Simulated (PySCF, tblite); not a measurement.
Calculations on `CC1=[N][GeH2][S]C1`, in the order of a workflow; each names the level of the geometry that it ran on. Settings lines and outputs come from a driver script.

Species: C₃H₇GeNS.
Bonds: C1–C2, C2–N3 (double), N3–Ge4, Ge4–S5, S5–C6, C2–C6. Hydrogens: H7, H8, H9 on C1; H10, H11 on Ge4; H12, H13 on C6.

Step 1: GFN2-xTB geometry optimisation, gas phase (tblite 0.8.0) (from a force-field or distance-geometry start)
```json
{"job": {"kind": "relax", "xc": "GFN2-xTB", "basis": "xTB"}, "charge": 0, "multiplicity": 1}
```
```
step      E/eV     max force
  0    -492.23982    2.242
  1    -492.40618    0.972
  2    -492.46645    0.821
...
 58    -492.66148    0.013
 59    -492.66150    0.013
 60    -492.66153    0.012
 61    -492.66155    0.011
 62    -492.66156    0.009
```

Energy lowered by 9.7 kcal/mol over 62 steps; largest atomic force 0.009 eV/Å at the end. «max force» is the largest atomic force in eV/Å.

Hardware: one thread of an Arm Neoverse N1, on a shared host. Cost: 0.58 s of wall time.

Step 2: GFN2-xTB harmonic vibrations, gas phase (tblite 0.8.0) (on the GFN2-xTB geometry)
```json
{"job": {"kind": "ir", "xc": "GFN2-xTB", "basis": "xTB"}, "charge": 0, "multiplicity": 1}
```
```
(table of modes left out)
```

33 modes from 74 to 3065 cm⁻¹ (unscaled, harmonic); zero-point energy 56.4 kcal/mol; all wavenumbers are real at this level.

On one thread of an Arm Neoverse N1, shared host, this took 0.61 s of wall time.

Step 3: TDDFT CAM-B3LYP/def2-SVPD, vertical, gas phase, core orbitals frozen in the response (PySCF 2.14.0, density-fitted response routines) (on the GFN2-xTB geometry)
```json
{"job": {"kind": "uv", "xc": "CAM-B3LYP", "basis": "def2-SVPD", "nstates": 8, "ntriplets": 3}, "charge": 0, "multiplicity": 1}
```
```
...
Static polarisability (au): isotropic 89.244, principal 69.197 90.567 107.968
Singlet excitations
state   eV       nm        f      main configurations
  1   4.8942    253.3   0.00072   H-1->L+1 0.95
  2   5.5336    224.1   0.00621   H->L 0.84
  3   5.6546    219.3   0.00997   H->L+2 0.68, H->L+3 0.13, H->L+7 0.09
  4   5.9448    208.6   0.00963   H->L+1 0.98
  5   6.2132    199.5   0.01070   H-1->L 0.94
  6   6.3288    195.9   0.01181   H->L+3 0.60, H->L+2 0.18, H->L 0.09
  7   6.7189    184.5   0.07433   H-1->L+2 0.85
  8   7.0943    174.8   0.04578   H-1->L+3 0.81
Triplet excitations (Tamm-Dancoff, eV): 4.3119 5.0397 5.2121
```

HOMO -8.15 eV, LUMO 0.64 eV; lowest singlet 4.89 eV; lowest triplet 4.31 eV (Tamm–Dancoff); mean polarisability 89.2 au.

On an Arm Neoverse N1 with one thread, shared host, this took 70 s of wall time and 0.92 GiB of memory at its peak.

Geometry of the electronic-property runs (GFN2-xTB):
```
atom  x, y, z in Å
C1    -1.8613   -0.4688    0.3668
C2    -0.4151   -0.1779    0.1291
N3     0.4872   -0.9388    0.5685
Ge4    2.2175   -0.4554    0.1885
S5     1.6419    1.3742   -0.9355
C6    -0.1424    1.0784   -0.6641
H7    -2.3739   -0.6060   -0.5839
H8    -2.3307    0.3662    0.8838
H9    -1.9610   -1.3698    0.9645
H10    2.9962   -0.2273    1.4602
H11    2.9032   -1.5345   -0.6133
H12   -0.6193    1.0155   -1.6425
H13   -0.5468    1.9448   -0.1398
```

 (This holds for the electronic-property runs.)
